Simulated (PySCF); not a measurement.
H3O, SMILES [OH3+], charge +1.

Coordinates come from a B3LYP-D3(BJ)/def2-TZVPD optimisation.

Two levels are set side by side: TDA-PBE/def2-TZVPD (PySCF) and TDA-CAM-B3LYP/def2-TZVPD (PySCF). Vertical, same geometry. The lowest singlet is HOMO→LUMO 99 % with PBE and HOMO→LUMO 99 % with the other functional; states are paired by order. Differences are taken from unrounded values.

| quantity | TDA-CAM-B3LYP |
|---|---|
| lowest singlet excitation (eV) | 11.33 |
| lowest triplet excitation (TDA) (eV) | 10.49 |
| first bright state (f over 0.05) (eV) | 16.68 |
| its oscillator strength | 0.17 |

Problem. What does TDA-PBE give, and how far is it from TDA-CAM-B3LYP? (Estimate from the structure and the level; the computed values follow.)

Solution. 
| quantity | TDA-PBE | TDA-PBE minus TDA-CAM-B3LYP |
|---|---|---|
| lowest singlet excitation (eV) | 10.85 | -0.48 |
| lowest triplet excitation (TDA) (eV) | 10.05 | -0.44 |
| first bright state (f over 0.05) (eV) | 16.33 | -0.35 |
| its oscillator strength | 0.16 | -0.02 |

Functionals without exact exchange tend to place singlet excitations lower, as here. Differences between two approximate levels are no errors against the true value.

Rough cost on one machine, each run with all the roots and properties that it gave: TDA-CAM-B3LYP against TDA-PBE within a factor of 2.
